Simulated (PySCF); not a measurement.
## Bi⁺ (bismuth, charge +1) across methods

[Xe] 4f14 5d10 6s2 6p2, high-spin 3P determinant. Computed with PySCF 2.14 in aug-cc-pwCVTZ-PP with ECP60MDF, with scalar relativity through the core potential.

```
 method  E (hartree)  mean ε 6s α (eV)  mean ε 6s β (eV)  mean ε 6p α (eV)  Σ⟨r²⟩ (bohr²)   ⟨S²⟩
 PBEsol    -214.1022           -22.593           -21.373           -12.034          53.20  2.001
  B97-3    -214.3377           -24.069           -22.260           -12.956          53.12  2.002
    PBE    -214.3239           -22.504           -21.299           -12.010          53.31  2.001
wB97X-V    -214.2694           -26.713           -24.729           -15.145          53.19  2.003
   PBE0    -214.3015           -24.119           -22.258           -13.092          53.18  2.002
    UHF   -213.29296           -27.943           -23.916           -15.677          53.74  2.008
    LDA    -214.0042           -22.791           -21.769           -12.113          53.29  2.001
 M06-2X    -214.1881           -26.132           -22.923           -14.257          52.80  2.006
 r2SCAN    -214.3972           -23.054           -21.372           -12.376          53.04  2.004
```

Energies and moments cover only the electrons outside the core potential. Spin-orbit coupling is strong in this species (close to jj coupling), so the high-spin LS determinant is a model state, not a physical level.
